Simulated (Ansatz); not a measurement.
Abridged output of a molecular run in Ansatz:

```
Functional definition: HF
2679 factors; integrals over basis functions are off by at most 9.5e-4 eV
mean field evaluation 1: about -33940.6397 eV, gradient 8.6e1 eV
mean field evaluation 2: about -33940.9559 eV, gradient 8.6e1 eV
mean field evaluation 4: about -33954.2393 eV, gradient 1.2e1 eV
mean field evaluation 8: about -33954.5807 eV, gradient 7.0e-1 eV
mean field evaluation 16: about -33954.5829 eV, gradient 2.6e-6 eV
mean field -33954.58289153 eV, -1247.8079060208 hartree, gradient 2.6e-6 eV, S^2 0.000000; 0 other end points of the search recorded, 0 dependent functions left out
12 core orbitals not correlated: weight in the atoms' cores, before any rotation towards them, 1.000 or more for the frozen orbitals, at most 0.000 for the correlated occupied ones
reference -33954.58289153 eV, -1247.8079060208 hartree; 29, 29 occupied and 394, 394 virtual orbitals, 2679 factors
second order -52.00533621 eV of doubles, -0.00000000 eV of singles
cycle   1  -50.90292224 eV  change     1.1e0 eV  update   2.6e-1
cycle   2  -52.39356254 eV  change    -1.5e0 eV  update   1.6e-1
cycle   3  -52.87270851 eV  change   -4.8e-1 eV  update   5.9e-2
cycle   4  -52.90735016 eV  change   -3.5e-2 eV  update   2.3e-2
cycle   5  -52.87980699 eV  change    2.8e-2 eV  update   9.3e-3
cycle   6  -52.87546332 eV  change    4.3e-3 eV  update   4.3e-3
cycle   7  -52.87814352 eV  change   -2.7e-3 eV  update   2.4e-3
cycle   8  -52.87746567 eV  change    6.8e-4 eV  update   1.0e-3
cycle   9  -52.87754438 eV  change   -7.9e-5 eV  update   5.0e-4
cycle  10  -52.87845205 eV  change   -9.1e-4 eV  update   2.3e-4
cycle  11  -52.87803546 eV  change    4.2e-4 eV  update   1.4e-4
cycle  12  -52.87784950 eV  change    1.9e-4 eV  update   6.6e-5
cycle  13  -52.87795585 eV  change   -1.1e-4 eV  update   3.2e-5
cycle  14  -52.87789850 eV  change    5.7e-5 eV  update   1.4e-5
perturbative correction -2.48295118 eV, -0.0912467730 hartree
Total energy: -34009.94374121 eV, -1249.8423797218 hartree
```

Its atoms:

Z-matrix (Å, degrees):
```
Ti
N 1 1.879
O 1 1.806 2 104.8
O 1 1.810 2 110.8 3 122.0
O 1 1.812 2 110.3 3 -118.5
H 1 2.469 2 22.1 3 -12.2
C 2 1.450 1 134.7 3 -166.8
H 3 0.957 1 131.1 2 115.1
H 4 0.958 1 128.1 2 128.2
H 5 0.957 1 130.5 2 4.3
C 7 1.518 2 110.5 1 -3.0
C 7 1.523 2 110.7 1 -126.5
H 7 1.101 2 108.9 1 115.0
H 11 1.092 7 110.5 2 179.2
H 11 1.091 7 111.1 2 58.7
H 11 1.095 7 110.5 2 -61.5
H 12 1.093 7 110.3 2 62.6
H 12 1.093 7 111.0 2 -177.2
H 12 1.093 7 111.1 2 -57.2
```

(1) Which basis set was used?
A. cc-pV(D+d)Z
B. cc-pV(Q+d)Z
C. def2-TZVPP
D. def2-QZVPP

(2) Write the keys of the input that set method, charge and spin (a neutral closed shell needs none for the last two).

Answers

(1) C. It gives 435 functions.

(2) 
```yaml
correlation: {method: ccsd_t}
```
